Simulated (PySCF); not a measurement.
# Argon: highly charged ions in a basis for the neutral atom

Ar¹¹⁺ [He] 2s2 2p3, Ar¹²⁺ [He] 2s2 2p2. Calculation: PySCF 2.14, in def2-SVP; no relativity, point nucleus. No spin-orbit coupling, so a gap to NIST mixes the basis error with missing relativistic terms.

Changed run: basis of the neutral atom used for a highly charged ion. This setting is unsound on purpose.

```json
{"species": "Ar¹¹⁺", "method": "UHF", "sound run (hartree)": "not run", "changed run (hartree)": "-452.56088", "converged": "yes"}
{"species": "Ar¹¹⁺", "method": "PBE0", "sound run (hartree)": "not run", "changed run (hartree)": "-452.61913", "converged": "yes"}
{"species": "Ar¹¹⁺", "method": "M06-2X", "sound run (hartree)": "not run", "changed run (hartree)": "-452.77411", "converged": "yes"}
{"species": "Ar¹²⁺", "method": "UHF", "sound run (hartree)": "not run", "changed run (hartree)": "-429.61294", "converged": "yes"}
{"species": "Ar¹²⁺", "method": "PBE0", "sound run (hartree)": "not run", "changed run (hartree)": "-429.66811", "converged": "yes"}
{"species": "Ar¹²⁺", "method": "M06-2X", "sound run (hartree)": "not run", "changed run (hartree)": "-429.82845", "converged": "yes"}
```

Ionisation energy of Ar¹¹⁺:

```tsv
method	changed run (eV)	NIST (eV)
UHF	624.45	619 ± 0.4
PBE0	624.53	619 ± 0.4
M06-2X	624.38	619 ± 0.4
```

The contracted functions were made for the neutral atom and can be too rigid for a highly charged ion.
